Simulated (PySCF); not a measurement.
# HfSF₂: fields on a plane

All numbers come from PySCF, PBE, basis Hf def2-SVP with ECP60, S def2-SVP, F def2-SVP (scalar-relativistic core potentials, no spin–orbit coupling, density fitting).

The singlet minimum has Hf–F 1.919 Å (×2), Hf–S 2.237 Å; F–Hf–F 110.9°, F–Hf–S 108.5° (×2).

The plane holds Hf1 at (0.00, 0.00), S2 at (2.24, 0.00), F3 at (-0.61, 1.82) Å. Columns run from x = -2.55 to 4.65 Å, rows from y = 4.05 (top) to -1.95 Å, in steps of 0.3 Å. Other isomers or separated fragments may lie lower. Core electrons replaced by a potential are absent, the electrostatic potential uses the reduced nuclear charge, and values within about 0.7 Å of such atoms have no physical meaning.

Q: Give the electrostatic potential (V) (cut at 20 V). Lower edges of the bins (V): '_' -1.14, '.' -1.02, ':' -0.82, '-' -0.50, '=' -0.01, '+' 0.78, '*' 2.03, '#' 4.01, '%' 7.15, '@' 12.12; top 20.0, each point printed twice.

A: 
```
------------::::::::------------------------------
--------::::::::::::::::::------------------------
------::::::......::::::::::::::::::::::::--------
------::......____....::::::::::::::::::::::::----
----::::..::--::......::::::::::::::::::::::::::--
----::::--++####++--..::::::::::......::::::::::::
----::--++@@@@@@%%++--::::::::............::::::::
==----==##@@@@@@@@##====----::..________......::::
========##@@@@@@@@##**++==--::::....________..::::
======++**@@@@@@@@%%##**++==========--..____....::
++++++++**##%%@@@@@@@@%%##****######++==::__....::
++++****##%%@@@@@@@@@@@@%%##%%@@@@@@%%**==......::
++++**##%%@@@@@@@@@@@@@@@@%%@@@@@@@@@@##++::......
++****##%%@@@@@@@@@@@@@@@@@@@@@@@@@@@@%%**--......
++****##%%@@@@@@@@@@@@@@@@@@@@@@@@@@@@%%**--....::
++****##%%@@@@@@@@@@@@@@@@%%@@@@@@@@@@##++--....::
++****####%%@@@@@@@@@@@@%%##%%@@@@@@%%**==::....::
++++****##%%%%@@@@@@@@%%##****######**==::....::::
++++******####%%%%%%%%##**++========--::......::::
++++++******##########**++==----::::........::::::
++++++++****************++==----::......::::::::::
```

Q: Give the highest occupied orbital (Å^-3/2) at -5.92 eV (cut at ±0.3; overall sign arbitrary). Lower edges of the bins (Å^-3/2): '0' -0.300, '1' -0.240, '2' -0.180, '3' -0.120, '4' -0.060, '5' 0.000, '6' 0.060, '7' 0.120, '8' 0.180, '9' 0.240; top 0.30.

A: 
```
5555555555555555555555555
5555555555555555555555555
5555444444555555555555555
5554444444455555555555555
5554444444455555555555555
5555444334455555555555555
4555553124455555555555555
4555565024555666666555555
4555689534556677776655555
4455567655667788887665555
4455555445677899998765555
4444443335788999999765555
4444443125777899999765555
4444443345666675056555555
5555556654333324943444444
5555557885222100000234444
5555556775221000000234444
5555556654322100001234444
5555555554332211112334444
5555555554433322223344444
5555555544443333333444444
```

With an element this heavy the missing spin–orbit coupling can shift these numbers.
